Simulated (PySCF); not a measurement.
Species: C8H17B.
Numbering: `[CH3:1][C:2]([CH3:3])([CH3:4])[B:5]1[CH2:6][CH2:7][CH2:8][CH2:9]1` (hydrogens: H10, H11, H12 on C1; H13, H14, H15 on C3; H16, H17, H18 on C4; H19, H20 on C6; H21, H22 on C7; H23, H24 on C8; H25, H26 on C9)

Geometry (PBE0-D3(BJ)/def2-SVP, Å), atoms numbered from 1 in this order:
```xyz
26
C8H17B angstrom
C     -2.151    1.213   -0.185
C     -1.468   -0.148   -0.037
C     -2.094   -1.157   -1.005
C     -1.649   -0.656    1.407
B      0.103   -0.068   -0.211
C      1.029    1.184    0.048
C      2.417    0.751   -0.443
C      2.466   -0.764   -0.221
C      1.062   -1.264   -0.587
H     -1.745    1.949    0.526
H     -2.018    1.624   -1.199
H     -3.237    1.136    0.000
H     -1.643   -2.156   -0.899
H     -1.966   -0.845   -2.054
H     -3.178   -1.260   -0.823
H     -1.181   -1.641    1.558
H     -1.218    0.040    2.146
H     -2.723   -0.759    1.642
H      1.033    1.285    1.155
H      0.676    2.155   -0.335
H      3.251    1.280    0.045
H      2.502    0.962   -1.524
H      3.277   -1.250   -0.786
H      2.659   -0.971    0.847
H      0.966   -1.336   -1.692
H      0.803   -2.263   -0.204
```

Level of theory: PySCF 2.14.0, PBE0-D3(BJ)/def2-SVP geometry optimisation, gas phase.

Take the most abundant isotopes and a rigid rotor. The values belong to one conformer with, in the numbering `[CH3:1][C:2]([CH3:3])([CH3:4])[B:5]1[CH2:6][CH2:7][CH2:8][CH2:9]1`, C2–B5–C6–C7 -173°, B5–C6–C7–C8 -30°, C6–C7–C8–C9 39°, C7–C8–C9–B5 -31°.

(1) What are A, B and C (cm⁻¹)?

(2) Classify the top.

(3) Is it planar, by Δ = Ic − Ia − Ib?

Answers

(1) Ia = 188.43, Ib = 484.60, Ic = 546.54 u·Å²; 505379 MHz·u·Å²/I gives 2682, 1043 and 924.7 MHz, that is A = 0.08946, B = 0.03479, C = 0.03084 cm⁻¹.

(2) An asymmetric top; Ray's κ = -0.865.

(3) Not planar: Δ = Ic − Ia − Ib = -126.49 u·Å². For a rigid frame Δ = −2 Σ m c², so Σ m c² = 63.25 u·Å² lies off the ab plane: 24.43 from hydrogen and 38.82 from heavier atoms. The atom farthest from that plane is 2.12 Å away.

The dipole components are |μa| = 0.03 D, |μb| = 0.03 D, |μc| = 0.09 D.

Q: Estimate the classical rotational partition function at 200 K, 298.15 K and 500 K.

A: Point group C1, symmetry number σ = 1; q = (√π/σ)·√((kT/h)³/(ABC)), k/h = 20836.6 MHz/K: 296000 at 200 K, 540000 at 298.15 K, 1170000 at 500 K.

Stationary, but not proved a minimum. No vibrational averaging or centrifugal distortion is included, and the geometry carries the error of its method. A rigid rotor knows nothing of internal rotation, which can split or shift real lines. Quadrupole hyperfine structure (11B) is left out.

Rough CPU time on one thread of a shared machine: about 6 min. These figures are those of the optimisation.
